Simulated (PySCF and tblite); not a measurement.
Results of a calculation; reference values are marked as such.
System: C6H10O, numbered as in [CH3:1][C@@H:2]1[CH2:3][CH2:4][C:5](=[O:6])[CH2:7]1.

Motion: inversion of the 5-membered ring (2–3–4–5–7). GFN2-xTB gives an electronic barrier of 2.4 kcal/mol and a reaction energy of 0.2 kcal/mol.

PBE0/pcSseg-1 + D3(BJ), IEF-PCM dimethylsulfoxide on GFN2-xTB geometries gives 3.6 kcal/mol and k(298 K) = 6.5×10⁹ s⁻¹.

Question: What does PBE0/def2-SVPD + D3(BJ) give on GFN2-xTB geometries?

Answer: A barrier of 3.4 kcal/mol, 0.2 below the first DFT barrier (from unrounded values), a reaction energy of 0.8 kcal/mol and, with GFN2-xTB thermal terms, ΔG‡(298 K) = 3.8 kcal/mol and k = 9.9×10⁹ s⁻¹ (1 equivalent path).

Programs: tblite and PySCF.
